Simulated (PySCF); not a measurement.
Si(H)2(Cl)2 cation (Cl2H2Si), SMILES Cl[SiH2]Cl (connectivity only; charge and spin as stated), charge +1, multiplicity 2.

Coordinates come from a B3LYP-D3(BJ)/def2-TZVP optimisation. The geometry has at least one imaginary mode, so it is a saddle point at that level. The multiplicity is an assumed one; other spin states were not compared. The isomer is the one that the SMILES or the coordinates give; other isomers of the formula were not compared.

Two levels are set side by side: PBE/def2-TZVPD (PySCF) and M06-2X/def2-TZVPD (PySCF). Same geometry, gas phase. Differences are taken from unrounded values.

| quantity | M06-2X |
|---|---|
| α-spin orbital gap (eV) | 11.87 |
| β-spin orbital gap (eV) | 3.69 |
| mean polarisability (bohr³) | 77.0 |

**Question.** What does PBE give, and how far is it from M06-2X? (Estimate from the structure and the level; the computed values follow.)

**Answer.** 
```tsv
quantity	PBE	PBE minus M06-2X
α-spin orbital gap (eV)	7.16	-4.72
β-spin orbital gap (eV)	0.67	-3.02
mean polarisability (bohr³)	63.1	-13.9
```

Rough cost on one machine, each run with all the roots and properties that it gave: M06-2X against PBE about 3 times.
